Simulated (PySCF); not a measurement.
**Static response to an electric field**

MoSF4 (singlet state).
Geometry (PBE0-D3(BJ)/def2-SVP, Å), atoms numbered from 1 in this order:
```xyz
6
F4MoS angstrom
Mo     0.0005   -0.0004   -0.0243
S      0.0022   -0.0061    2.0417
F      1.7699    0.0045   -0.5080
F     -0.0035    1.7717   -0.4978
F     -1.7707   -0.0008   -0.5009
F      0.0016   -1.7689   -0.5108
```

Level: CAM-B3LYP/def2-SVPD (PySCF), static field, nuclei fixed, core orbitals frozen in the response. The polarisability tensor in these axes (au):

```
x   53.70  0.00  0.01
y    0.00 53.70 -0.06
z    0.01 -0.06 76.74
```

Task: Diagonalise the tensor; give its mean and Δα, where Δα² is half the sum of the squared differences of the eigenvalues.

Result: Principal values 53.70, 53.70 and 76.75 au; mean 61.38 au = 9.10 Å³ = 10.12 × 10⁻⁴⁰ C²·m²/J; Δα = 23.05 au (38 % of the mean).

Task: What is the dipole moment, and where does it point?

Result: (0.00, -0.01, 1.77) D, 1.77 D in size, pointing from the negative to the positive side. Measured along this direction, the outermost atoms are F4, F5, F3 and F6 at the negative end and S2 at the positive end.

Task: Molar refractivity from α?

Result: Lorentz–Lorenz: R = (4π/3)N_A α = 2.5225 cm³/(mol·Å³) × 9.10 Å³ = 22.9 cm³/mol, in the limit of long wavelengths.

Task: In a dilute gas of rigid molecules at 298 K, how does the orientational term μ²/3kT compare with the electronic polarisability?

Result: In Gaussian units μ²/3kT = 25.50 Å³ against 9.10 Å³, a ratio of 2.80; the Debye molar polarisation (4π/3)N_A(α + μ²/3kT) is 87.3 cm³/mol, leaving out the vibrational part.

Task: Rayleigh depolarisation ratio (linearly polarised light, static tensor)?

Result: ρ = 3Δα²/(45ᾱ² + 4Δα²) = 1593.3/(169544 + 2124.4) = 0.00928.

Task: Find the Langevin capture rate constant for NH4+ (18.034 u) meeting this molecule (205.871 u), k = 2.342 × 10⁻⁹ cm³/s × √(α in Å³ / reduced mass in u).

Result: The reduced mass is 16.58 u, so k = 1.73 × 10⁻⁹ cm³/s. The formula leaves out the permanent dipole, which adds to the capture rate.

Isolated species at its PBE0-D3(BJ)/def2-SVP geometry, gas phase. Atoms past krypton carry effective core potentials; spin–orbit coupling is left out.

The run behind these numbers computed excited states and ΔSCF ions as well. On one thread of an x86-64 server, on a shared host, this took 53 s wall.
